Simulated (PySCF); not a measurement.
Computed shifts of a molecule CH₇ClOSi₂, PBE/pcSseg-1 (PySCF), GIAO, gas phase, atoms alike by connectivity averaged where their shifts nearly agree, in ppm (number of nuclei): ²⁹Si: -9.5 (1), -76.0 (1). ¹³C: 57.9 (1). ¹H: 6.28 (1), 5.81 (1), 4.70 (1), 4.53 (1), 4.44 (3). References: ²⁹Si against TMS (σ = 335.4 ppm); ¹³C against TMS (σ = 182.0 ppm); ¹⁷O against H2O (σ = 334.3 ppm); ³⁵Cl against HCl (σ = 936.5 ppm); ¹H against TMS (σ = 31.49 ppm), references at their B3LYP-D3(BJ)/def2-TZVP geometries, non-relativistic (without spin–orbit terms, shifts of atoms bonded to Cl or Br come out too high). The structure is a stationary point at PBE-D3(BJ)/def2-SVP. One conformer was computed; it need not be the lowest.

### Question
Identify the compound among the candidates.
A. O[Si@@H](Cl)C[SiH3]
B. C[Si@H](Cl)[SiH2]O
C. C[SiH2][Si@@H](O)Cl
D. [SiH3]CO[SiH2]Cl

### Answer
D, [SiH3]CO[SiH2]Cl
